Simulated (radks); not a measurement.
Task: Radial electron density D(r) = 4 pi r^2 rho(r) of an atom or ion with 52 electrons. Calculated with a radial shooting solver on a logarithmic mesh with Libxc functionals: scalar-relativistic Kohn-Sham, r2SCAN, spin-unpolarised, spherical densities, finite nucleus; meta-GGA in the generalised Kohn-Sham scheme; Fermi nuclear charge, rms radius of each element as measured or else 0.836 A^(1/3) + 0.57 fm.

| r (bohr) | D(r) (e/bohr) |
|---|---|
| 0.001876 | 6.064 |
| 0.002482 | 9.501 |
| 0.00331 | 14.75 |
| 0.00438 | 21.97 |
| 0.005795 | 31.55 |
| 0.007729 | 43.49 |
| 0.01023 | 55.69 |
| 0.01353 | 65.73 |
| 0.0179 | 70.34 |
| 0.02388 | 67.89 |
| 0.0316 | 62.41 |
| 0.04181 | 62.88 |
| 0.05531 | 74.98 |
| 0.07378 | 89.71 |
| 0.09761 | 87.32 |
| 0.1292 | 70.37 |
| 0.1709 | 66.42 |
| 0.2279 | 77.04 |
| 0.3016 | 64.10 |
| 0.399 | 33.67 |
| 0.5322 | 26.08 |
| 0.7042 | 29.75 |
| 0.9317 | 19.90 |
| 1.233 | 9.065 |
| 1.644 | 5.319 |
| 2.176 | 3.307 |
| 2.879 | 1.207 |
| 3.809 | 0.2061 |
| 5.08 | 0.01266 |
| 6.721 | 0.0002614 |

What is the nuclear charge?

Result: Z = 54. The innermost maximum, from 1s, lies near gamma/Z bohr with gamma = sqrt(1 - (Z/c)^2) = 0.919, here 0.017 bohr (found: 0.0186), and its height grows with Z. The density is that of the xenon ion Xe2+ in [Kr] 4d10 5s2 5p4; the configuration itself is not fixed sharply by these data, and Z only to a few units. D(r) has 4 maxima, at r = 0.0186, 0.0825, 0.237, 0.677 bohr, and minima at 0.0362, 0.155, 0.491 bohr, inside which lie 1.98, 11.16, 28.91 electrons.
